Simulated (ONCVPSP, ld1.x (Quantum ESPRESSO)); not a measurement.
## Potentials for P (Z = 15) compared

Generated with ld1.x 7.5 (TM, RRKJ, ultrasoft, PAW), atompaw 4.2 or ONCVPSP 4.0.1. The cutoff is in Ry: for ld1.x and atompaw files where the sum of valence levels is converged to 10 mRy in a Bessel basis, for ONCV files where the hardest occupied wave has 1 mHa per electron of residual kinetic energy. The error is the largest all-electron minus pseudo excitation energy over each file’s own four to seven test configurations (ionisations up to +4, promotions, holes and added fractions of an electron), all of which were solved. The labels leave out finer settings (local radius, basis sizes, second energies), which also bear on the numbers. Spin-polarised tests are not counted. The rows are a selection from randomly drawn settings: files with unsolved tests, undetermined cutoffs or missed reference levels are left out.

| potential | cutoff (Ry) | largest error (meV) | bound ghosts |
| --- | --- | --- | --- |
| TM, Wu–Cohen, scalar-relativistic, rc 1.30/1.40 (sp), local smoothed, core correction yes, reference 3s2 3p3 | 40 | +190 | none |
| TM semilocal, LDA (PZ), scalar-relativistic, rc 1.50/1.30/1.45 (spd), local p, core correction no, reference 3s1.5 3p3.5 | 55 | +438 | none |
| TM, PBE, scalar-relativistic, rc 1.45/1.70 (sp), local smoothed, core correction yes, reference 3s2 3p2 | 21 | +150 | none |
| ONCV, PBE, non-relativistic, rc 1.44/1.80 (sp), local smoothed, core correction no, reference 3s1.5 3p3.5, qcut 4.8/4.5, projectors 2/2 | 20 | +1.4 | none |
| ONCV, PBE, scalar-relativistic, rc 1.00/0.75 (sp), local smoothed, core correction no, reference 2s2 2p6 3s2 3p2, qcut 14/20.8, projectors 2/2 | 310 | +233 | none |

**Question.** Fill in the row for P: PAW, PBE, scalar-relativistic, rc 0.80/0.80/0.75 (spd), local smoothed, core correction yes, reference 2s2 2p6 3s2 3p3.

**Answer.** cutoff 200 Ry, largest error -16 meV, bound ghosts: none.

**Question.** Fill in the row for P: PAW, BLYP, scalar-relativistic, rc 1.80/1.40/1.65 (spd), local smoothed, core correction yes, reference 3s2 3p3.

**Answer.** cutoff 10 Ry, largest error -142 meV, bound ghosts: none.
